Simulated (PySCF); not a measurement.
TiN: from constants to spectrum

PBE0 constants of TiN, ²Σ⁺ (doublet), unpaired electrons σ ↑ (PySCF, no relativity, basis sets Ti def2-TZVP, N def2-TZVP; masses 47.9479 and 14.0031 u):

```
ωe   : 1184.1 cm⁻¹
ωexe : 6.23 cm⁻¹
Be   : 0.65387 cm⁻¹
αe   : 0.00323 cm⁻¹
```

Task: What force constant and bond length do these constants imply?

Result: Reduced mass μred = 10.838 u; k = 5.8918×10⁻⁷·μred·ωe² (u, cm⁻¹, mdyn/Å) = 8.95 mdyn/Å; Re = √(16.8576/(μred·Be)) (u, cm⁻¹, Å) = 1.542 Å.

Task: Estimate the centrifugal constant D from the Kratzer relation and find the Dunham coefficient a1.

Result: D = 4Be³/ωe² = 7.98e-07 cm⁻¹; a1 = −1 − αeωe/(6Be²) = -2.49.

De is left out where the level can put another filling of the metal’s s and d shells below the measured ground configuration, by anything from nothing to about 1 eV. With d or f electrons several states lie close, and the lowest PBE0 determinant need not be the measured ground state.
